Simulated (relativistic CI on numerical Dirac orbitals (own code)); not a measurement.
# Radial parameters of Ga28+

Computed by Dirac-Coulomb-Breit CI, orbitals from a KLI potential per configuration, model QED, unscaled Slater integrals (own radial code, finite nucleus).

Slater integrals F^k, G^k are unscaled and averaged over j, outside the closed core 1s2; ζ comes from projecting the Hamiltonian with its Breit term on Σ l·s of the shell.

- 2p: ζ(2p) = 183030 cm⁻¹; <r>(2p) = 0.1689, <r^2>(2p) = 0.03436 (bohr units).
- 3p: ζ(3p) = 54159 cm⁻¹; <r>(3p) = 0.4248, <r^2>(3p) = 0.2083 (bohr units).
- 3d: ζ(3d) = 10270 cm⁻¹; <r>(3d) = 0.3606, <r^2>(3d) = 0.1487 (bohr units).

Averages of the first 10 configurations, taken without configuration mixing, which lowers the lowest level and can move excited configurations by several eV; other configurations of the list can lie among them:

```
Configuration  Parity  States  Average energy above the lowest level (eV)
           2s    even       2                                         0.0
           2p     odd       6                                        82.5
           3s    even       2                                      1675.0
           3p     odd       6                                      1698.3
           3d    even      10                                      1709.7
           4s    even       2                                      2252.7
           4p     odd       6                                      2262.4
           4d    even      10                                      2267.2
           4f     odd      14                                      2268.2
           5s    even       2                                      2518.0
```
